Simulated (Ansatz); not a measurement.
Two isomers of CH5FOSi2: A = `F[C@H]1O[Si@H]1[SiH3]`, B = `O=C[SiH](F)[SiH3]`.

Isolated molecules relaxed with PBE0-D4/def2-TZVP in Ansatz; ΔE leaves out vibrations. CCSD(T)/CBS adds triple-zeta CCSD(T) − MP2 to the extrapolated MP2 energy (def2 sets, frozen cores). Functionals use def2-TZVPP. B3LYP here is the variant with VWN-RPA as its local correlation; programs differ in this. Each species was taken in one conformer, which may not be the lowest.

A:

```xyz
10

F    -1.019    0.698    2.038
C    -0.818   -0.560    1.556
O    -1.574   -0.828    0.401
Si    0.068   -0.835   -0.020
Si    0.805    0.968   -1.296
H    -0.965   -1.280    2.361
H     0.602   -2.182   -0.348
H     2.292    0.977   -1.287
H     0.278    2.222   -0.707
H     0.331    0.819   -2.697
```

B:

Z-matrix (Å, degrees):
```
Si
C 1 1.921
Si 1 2.344 2 109.4
F 1 1.607 2 108.6 3 -121.1
H 1 1.486 2 107.0 3 122.4
O 2 1.206 1 119.0 3 -57.5
H 2 1.116 1 121.0 3 122.0
H 3 1.485 1 108.5 2 61.8
H 3 1.486 1 109.8 2 -178.3
H 3 1.486 1 109.5 2 -58.1
```

(1) Which is lower in electronic energy at CCSD(T)/CBS, and by how much? (An estimate is asked.)

(2) Give E(B) − E(A) in kJ/mol with B3LYP, B2PLYP, ωB97M-V, PBE0-D4, CCSD(T)/def2-TZVPP, PBE-D4, CCSD/def2-TZVPP. (An estimate is asked.)

Largest T1 diagnostic: 0.016.

Answers

(1) Ansatz gave: B, by 156.8 kJ/mol.

(2) Computed: B3LYP -158.4, B2PLYP -159.5, ωB97M-V -148.5, PBE0-D4 -137.4, CCSD(T)/def2-TZVPP -156.9, PBE-D4 -133.5, CCSD/def2-TZVPP -161.2. None reverses the order clearly.

From PBE to PBE0 (25 % exact exchange), in def2-TZVPP and without D4, E(B) − E(A) moves by −3.8 kJ/mol. In def2-TZVPP, CCSD(T) changes the Hartree–Fock value by +32.7 kJ/mol (the triples alone add +4.4 kJ/mol) and MP2 by +34.0 kJ/mol.
